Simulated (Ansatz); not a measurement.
Stepwise reaction of `[F][Ge]([F])([Cl])[Cl]` with water, as a gas-phase model of exchange steps in deposition or etching. ΔE in kJ/mol; ΔG adds harmonic PBE0-D4 terms to CCSD(T)/CBS, at 1 bar.

Computed with Ansatz on PBE0-D4/def2-TZVP structures; ΔE is electronic, products minus reactants. CBS: MP2 limit from def2 TZ/QZ plus the TZ coupled-cluster correction, frozen cores. This one scheme is used for every species. Functionals use def2-TZVPP. B3LYP here is the variant with VWN-RPA as its local correlation; programs differ in this. For Ge outer-core shells are correlated without core-valence functions, which leaves a few kJ/mol of doubt a bond. Scalar relativity is left out up to krypton. Each species was taken in one conformer, which may not be the lowest.

```
step                                                            reaction  PBE-D4  B3LYP-D4  ωB97M-V  CCSD(T)/CBS  ΔG(400 K)
   1    `[F][Ge]([F])([Cl])[Cl]` + H₂O → `[OH][Ge]([F])([Cl])[Cl]` + H–F    18.5      19.4     19.5         15.3       11.8
   2  `[OH][Ge]([F])([Cl])[Cl]` + H₂O → `[OH][Ge]([OH])([Cl])[Cl]` + H–F    21.6      22.8     23.1         18.5       19.4
```

Q: By hand: ΔE of the 2 steps together at CCSD(T)/CBS.

A: (15.3) + (18.5) = 33.8 kJ/mol, or 16.9 kJ/mol a step.

In ΔE the steps differ by no more than 3.2 kJ/mol. All are uphill at CCSD(T)/CBS. ΔG lies between 11.8 and 19.4 kJ/mol a step. PBE-D4 differs from CCSD(T)/CBS by 3.1 to 3.2 kJ/mol a step. Isolated molecules leave out the surface, adducts and barriers. Largest T1 diagnostic: 0.011.
